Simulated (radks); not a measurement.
Task: All-electron atom: the dysprosium ion Dy2+ in [Xe] 4f9.5 5d0.5 (fractional occupations, a model configuration). Calculated with a radial shooting solver on a logarithmic mesh with Libxc functionals: scalar-relativistic Kohn-Sham, PBE, spin-unpolarised, spherical densities, point nucleus. Some entries of the table are withheld. Estimate them.

orbital  occ.  eigenvalue (hartree)  r(max) (bohr)  <r> (bohr)
1s          2             -1972.707        0.01337     0.02111
2s          2             -329.0326        0.07603     0.08977
2p          6             -291.9927        0.06169     0.07945
3s          2             -73.74690         0.2154      0.2345
3p          6             -62.37839         0.2117      0.2334
3d         10             -47.76925         0.1729      0.2121
4s          2             -15.10321            (1)      0.5297
4p          6             -11.35949         0.5159         (2)
4d         10              -6.26293         0.5343      0.6088
5s          2              -2.38651          1.154       1.291
5p          6              -1.50464          1.314       1.517
4f        9.5              -0.73637            (3)      0.8385
5d        0.5              -0.52830            (4)       2.405

Result: 
(1) 4s r(max) (bohr): 0.4939
(2) 4p <r> (bohr): 0.5612
(3) 4f r(max) (bohr): 0.5368
(4) 5d r(max) (bohr): 1.878
